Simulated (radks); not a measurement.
Neutral scandium inside a hard spherical wall (all orbitals vanish at R), configuration held at [Ar] 3d1 4s2 and not refilled when levels cross. Calculated with a radial shooting solver on a logarithmic mesh with Libxc functionals: scalar-relativistic Kohn-Sham, PBEsol, spin-polarised, spherical densities, point nucleus; open shells are filled with parallel spins first. Eigenvalues in eV for spin up, with the zero of energy where the potential of the charges vanishes at infinity; a dash marks a level that is unbound or too diffuse for the functional's potential to be trusted. A positive occupied level is held by the wall or, in an anion where self-interaction has pushed it up, behind a barrier. The pressure on the wall is -dE/dV.

R (bohr)  E (hartree)  kinetic (hartree)    e(3s)    e(3p)   e(4s)   e(3d)  e(4p, empty)  e(5s, empty)  pressure (GPa)
free       -763.15187            768.841  -55.181  -33.860  -4.316  -3.536        -1.511             -               0
10         -763.15050            768.853  -55.076  -33.756  -4.238  -3.441        -1.322         2.187          0.0331
8          -763.14138            768.913  -54.669  -33.353  -3.910  -3.075        -0.743         5.226           0.385
7          -763.12337            769.008  -54.120  -32.811  -3.414  -2.584         0.040         8.489            1.36
6          -763.07452            769.222  -53.075  -31.786  -2.312  -1.641         1.663        14.439            5.04
5          -762.93800            769.726  -51.153  -29.913   0.272   0.160         5.225        26.117            20.8
3.5        -762.00444            772.702  -44.511  -23.467  14.682   7.268        23.151        76.584             275
